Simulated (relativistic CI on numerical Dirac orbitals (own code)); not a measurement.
Spin-allowed bands of a d3 ion in an octahedral site, by hand

Problem. A d3 ion in an octahedral site has a 4A2 ground term and spin-allowed bands at ν1 = 14110 and ν2 = 21405 cm⁻¹ (from a computed ligand-field model). Find Δ and the Racah parameter B, and predict the third band.

Working.
1. The F term splits into A2 (−1.2Δ), T2 (−0.2Δ) and T1 (+0.6Δ), so ν1 = E(T2) − E(A2) = Δ = 14110 cm⁻¹.
2. T1(F) mixes with T1(P), which lies at 15B, through an element 0.4Δ. The two roots, counted from A2, are ν2,3 = ½(15B + 3Δ) ∓ ½√[(15B − Δ)² + 12BΔ].
3. Solving the lower root for B gives B = (2ν1² + ν2² − 3ν1ν2)/(15ν2 − 27ν1) = -49715425/-59895 = 830 cm⁻¹.
4. The sum of the roots is 15B + 3Δ, so ν3 = 15B + 3ν1 − ν2 = 33376 cm⁻¹ (300 nm).

Check. The bands were computed by exact diagonalisation of the d3 shell with B = 830 and Δ = 14110 cm⁻¹, which gives ν3 = 33375 cm⁻¹. C does not enter the terms of highest spin.
